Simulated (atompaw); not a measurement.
What the settings do to the PAW (atompaw) potential of Ca (Z = 20)

Base potential:

Ca (Z = 20), PAW, made with atompaw 4.2.0.5 (PBE, scalar-relativistic). Core [Ne], reference 3s2 3p6 3d0 4s2 4p0. Waves: 3s (bound): rc 1.75 bohr; 4s (bound): rc 2.20 bohr; 3p (bound): rc 1.90 bohr; 4p (bound, empty): rc 2.20 bohr; 3d (bound, empty): rc 2.20 bohr; 3d channel at 2 Ry: rc 2.20 bohr. Local part: vpsmatchnc scheme with l = 3 at 0 Ry, radius 1.60 bohr. Core correction: smooth core density matched at 2.15 bohr. Augmentation charge: besselshape compensation charge, radius 1.70 bohr; PAW radius 2.20 bohr; waves and projectors: custom polynom2 7 10 vanderbiltortho.

All-electron outer shells of the reference configuration (PBE, scalar-relativistic, ld1.x):

```json
{"shell": "2s", "level (eV)": "-414.37", "outermost node (bohr)": "0.10", "outermost maximum (bohr)": "0.30"}
{"shell": "2p", "level (eV)": "-334.74", "outermost node (bohr)": "–", "outermost maximum (bohr)": "0.25"}
{"shell": "3s", "level (eV)": "-47.09", "outermost node (bohr)": "0.45", "outermost maximum (bohr)": "0.99"}
{"shell": "3p", "level (eV)": "-28.01", "outermost node (bohr)": "0.42", "outermost maximum (bohr)": "1.04"}
{"shell": "4s", "level (eV)": "-3.77", "outermost node (bohr)": "1.43", "outermost maximum (bohr)": "3.42"}
{"shell": "3d", "level (eV)": "-1.95", "outermost node (bohr)": "–", "outermost maximum (bohr)": "1.27"}
{"shell": "4p", "level (eV)": "-1.40", "outermost node (bohr)": "1.63", "outermost maximum (bohr)": "4.39"}
```

Cutoffs, loose and tight: the cutoffs (Ry, on a coarse ladder) from which the occupation-weighted sum of valence levels, in a spherical-Bessel basis at the reference potential, stays within 10 and 1 mRy of its value at 400 Ry. They see the waves, projectors and local potential, not the compensation charge or the core. A dash means not determined.

| change | outcome | cutoff, loose | cutoff, tight | bound ghosts |
| --- | --- | --- | --- | --- |
| base | generated | 21 Ry | 25 Ry | none |
| all radii scaled by about 0.76 (s 1.32, p 1.44, d 1.66 bohr); local potential vpsmatchnc scheme with l = 3 at 0 Ry, radius 1.20 bohr; augmentation besselshape compensation charge, radius 1.28 bohr; PAW radius 1.66 bohr; waves and projectors: custom polynom2 7 10 vanderbiltortho; core correction smooth core density matched at 1.62 bohr | generated | 25 Ry | 160 Ry | none |
| all radii scaled by about 0.85 (s 1.50, p 1.62, d 1.88 bohr); local potential vpsmatchnc scheme with l = 3 at 0 Ry, radius 1.36 bohr; augmentation besselshape compensation charge, radius 1.46 bohr; PAW radius 1.88 bohr; waves and projectors: custom polynom2 7 10 vanderbiltortho; core correction smooth core density matched at 1.84 bohr | generated | 25 Ry | 50 Ry | none |
| all radii scaled by about 0.91 (s 1.60, p 1.72, d 2.00 bohr); local potential vpsmatchnc scheme with l = 3 at 0 Ry, radius 1.46 bohr; augmentation besselshape compensation charge, radius 1.54 bohr; PAW radius 2.00 bohr; waves and projectors: custom polynom2 7 10 vanderbiltortho; core correction smooth core density matched at 1.96 bohr | generated | 21 Ry | 25 Ry | none |
| all radii scaled by about 1.04 (s 1.82, p 1.98, d 2.30 bohr); local potential vpsmatchnc scheme with l = 3 at 0 Ry, radius 1.66 bohr; augmentation besselshape compensation charge, radius 1.78 bohr; PAW radius 2.30 bohr; waves and projectors: custom polynom2 7 10 vanderbiltortho; core correction smooth core density matched at 2.24 bohr | generated | 21 Ry | 25 Ry | none |
| all radii scaled by about 1.27 (s 2.22, p 2.40, d 2.80 bohr); local potential vpsmatchnc scheme with l = 3 at 0 Ry, radius 2.02 bohr; augmentation besselshape compensation charge, radius 2.16 bohr; PAW radius 2.80 bohr; waves and projectors: custom polynom2 7 10 vanderbiltortho; core correction smooth core density matched at 2.72 bohr | generated | 18 Ry | 45 Ry | none |

Task: What comes out with this change to the base: all radii scaled by about 1.11 (s 1.94, p 2.10, d 2.44 bohr); local potential vpsmatchnc scheme with l = 3 at 0 Ry, radius 1.76 bohr; augmentation besselshape compensation charge, radius 1.88 bohr; PAW radius 2.44 bohr; waves and projectors: custom polynom2 7 10 vanderbiltortho; core correction smooth core density matched at 2.38 bohr?

Result: outcome: generated; cutoff, loose: 18 Ry; cutoff, tight: 21 Ry; bound ghosts: none.

Task: What comes out with this change to the base: all radii scaled by about 1.18 (s 2.06, p 2.24, d 2.58 bohr); local potential vpsmatchnc scheme with l = 3 at 0 Ry, radius 1.88 bohr; augmentation besselshape compensation charge, radius 2.00 bohr; PAW radius 2.58 bohr; waves and projectors: custom polynom2 7 10 vanderbiltortho; core correction smooth core density matched at 2.52 bohr?

Result: outcome: generated; cutoff, loose: 18 Ry; cutoff, tight: 25 Ry; bound ghosts: none.

Reading the sweep of the scale of all radii (base = 1) (base included, trends over the rows without a ghost): The loose cutoff falls from 25 Ry at 0.76 to 18 Ry at 1.27. A larger radius leaves more room for a smooth pseudo-wave, so fewer plane waves are needed; a smaller one forces it to follow the all-electron wave where it bends sharply.
